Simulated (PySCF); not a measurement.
An EPR job on `O=CC1=CC=[C]C=C1F` [radical].

Method: UKS B3LYP, pcH-1 on C F H O, non-relativistic, mean-field spin-orbit, GIAO (PySCF 2.14.0). Geometry: GFN2-xTB. The command runs a driver script over a list of jobs; the input below is this job's line of settings and its coordinates in Å.

Command:
```bash
OMP_NUM_THREADS=1 python probes_run.py task.json out
```

Input:
```
{"job": {"kind": "epr", "basis": "pcH-1"}, "charge": 0, "multiplicity": 2}
O      2.594905    -1.429646     0.202654
C      2.068445    -0.399429    -0.126098
C      0.622859    -0.130713    -0.034586
C     -0.243765    -1.105621     0.461240
C     -1.609040    -0.868922     0.554562
C     -2.053490     0.354133     0.139358
C     -1.272494     1.355195    -0.356234
C      0.091317     1.095128    -0.439231
F      0.900738     2.052712    -0.921866
H      2.654614     0.444062    -0.532476
H      0.174957    -2.051611     0.772223
H     -2.274887    -1.624998     0.938087
H     -1.658547     2.310197    -0.675360
```

Output:
```
UKS, coarse grid
  cycle   1  E = -443.97131764  |g| = 6.71e-01
  cycle   2  E = -442.52940493  |g| = 1.73e+00
  cycle   3  E = -444.03038570  |g| = 4.34e-01
  cycle   4  E = -444.13697797  |g| = 1.15e-01
  cycle   5  E = -444.14054786  |g| = 8.03e-02
  cycle   6  E = -444.14399471  |g| = 1.70e-02
  cycle   7  E = -444.14412127  |g| = 5.71e-03
  cycle   8  E = -444.14413904  |g| = 3.49e-03
  cycle   9  E = -444.14414907  |g| = 1.54e-03
  cycle  10  E = -444.14415207  |g| = 9.01e-04
UKS, final grid
  cycle   1  E = -444.14416381  |g| = 1.26e-03
  cycle   2  E = -444.14416238  |g| = 2.30e-03
  cycle   3  E = -444.14416527  |g| = 2.77e-04
  cycle   4  E = -444.14416547  |g| = 2.60e-04
  cycle   5  E = -444.14416565  |g| = 8.70e-05
  cycle   6  E = -444.14416565  |g| = 2.77e-05
E = -444.14416565 Eh   <S^2> = 0.7576 (exact 0.7500)
g shifts (ppm)      1          2          3
  rmc          -168       -168       -168
  gc             30         13        -32
  oz_so        -692        -95       1012
  total        -830       -250        813
hyperfine (MHz)  atom isotope    a_iso     a_fc   dipolar eigenvalues
    0   17O       0.58       0.58     -1.77     -1.63      3.40
    1   13C       1.90       1.90     -0.53      0.25      0.29
    2   13C      -6.81      -6.81     -5.99      2.21      3.79
    3   13C      56.69      56.69     -6.51     -1.82      8.33
    4   13C      13.39      13.39    -13.73     -2.29     16.03
    5   13C     415.61     415.61    -80.34    -63.07    143.41
    6   13C      19.44      19.44    -13.51     -1.57     15.08
    7   13C      72.27      72.27     -5.52     -0.96      6.49
    8   19F      27.98      27.98    -26.10     -8.62     34.73
    9    1H      -0.21      -0.21     -0.68     -0.50      1.17
   10    1H      21.20      21.20     -2.95     -2.51      5.46
   11    1H      53.60      53.60     -6.97     -5.79     12.76
   12    1H      63.95      63.95     -6.74     -5.70     12.44
```

rmc, gc and oz_so are the mass-correction, gauge-correction and orbital-Zeeman/spin–orbit parts of the g shift along its three principal axes; a_iso is the isotropic hyperfine coupling and a_fc its Fermi-contact part. The program numbers atoms from 0.

Question: How far is ⟨S²⟩ from the pure-spin value?

Answer: S = 0.5 gives S(S+1) = 0.75; the run has 0.7576, 0.0076 more.

Main results: ⟨S²⟩ 0.758; g_iso 2.0022.

One conformer (not necessarily the lowest) at the GFN2-xTB geometry, without solvent, vibrations or thermal averaging.

Hardware: one thread, Arm Neoverse V1 (aarch64), no GPU, shared host with 32 logical CPUs at a one-minute load of 24. Cost: 72 s wall (with the writing of density and orbital grids), 0.97 GiB resident at most.
Labels such as C1 count atoms from 1, the log's own numbers from 0.
